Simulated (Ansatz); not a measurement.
Isolated molecules relaxed with PBE0-D4/def2-TZVP in Ansatz; ΔE leaves out vibrations. CBS: MP2 limit from def2 TZ/QZ plus the TZ coupled-cluster correction, frozen cores. DFT in def2-TZVPP. For Ga outer-core shells are correlated without core-valence functions, which leaves a few kJ/mol of doubt a bond. Scalar relativity is left out up to krypton. One conformer a species, not always the lowest.

Consider the cleavage of the B–Ga bond: `[BH2][GaH][SiH2]C` + `C1N[SiH2]1` → `BN1C[SiH2]1` + `C[SiH2][GaH2]`.

CCSD(T)/CBS gives -148.7 kJ/mol.

**Question.** Another level gave -155.3 kJ/mol. Which?
A. RPA@PBE/def2-TZVPP
B. PBE-QIDH/def2-TZVPP
C. revPBE/def2-TZVPP
D. BHLYP-D4/def2-TZVPP

**Answer.** B. PBE-QIDH -155.3, RPA@PBE/def2-TZVPP -150.9, revPBE -143.1, BHLYP-D4 -162.6 kJ/mol.

Largest T1 diagnostic among the species: 0.014.

In def2-TZVPP, CCSD(T) changes the Hartree–Fock value by +11.1 kJ/mol (the triples alone add −0.0 kJ/mol) and MP2 by +4.9 kJ/mol. From PBE to PBE0 (25 % exact exchange), in def2-TZVPP and without D4, ΔE moves by −3.4 kJ/mol. At CCSD(T), def2-SVP lies −26.2 kJ/mol from the extrapolated value and def2-TZVPP −4.0 kJ/mol.
